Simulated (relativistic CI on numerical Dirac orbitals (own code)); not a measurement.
Crystal-field levels of Tc⁵⁺, 4d2

Calculated by Dirac-Coulomb-Breit CI, KLI orbitals optimised for each configuration, model QED, valence Slater integrals scaled by 0.75, one configuration in a parametric crystal field (own radial code).

Field parameters in Wybourne normalisation: D4h B²₀ = −7Ds, B⁴₀ = 21(Dq − Dt), B⁴₄ = 21√(5/14) Dq. The field is a parameter set, without covalency.

S is read from ⟨S²⟩ = S(S + 1).

Levels (cm⁻¹, degeneracy): 0 (1), 127 (2), 4938 (1), 5016 (1), 5899 (2), 6536 (1), 6607 (1), 10637 (1), 10778 (1), 15986 (1), 16253 (2), 30645 (1).

(1) Which field gives this pattern?
A. D4h, 10Dq = 42700, Ds = -270, Dt = -80 cm⁻¹
B. D4h, 10Dq = 42700, Ds = -1500, Dt = -80 cm⁻¹
C. D4h, 10Dq = 42700, Ds = 140, Dt = -80 cm⁻¹
D. D4h, 10Dq = 42700, Ds = 1770, Dt = -80 cm⁻¹

## Answers

(1) D. D4h, 10Dq = 42700, Ds = 1770, Dt = -80 cm⁻¹, ground level with S = 1.00.
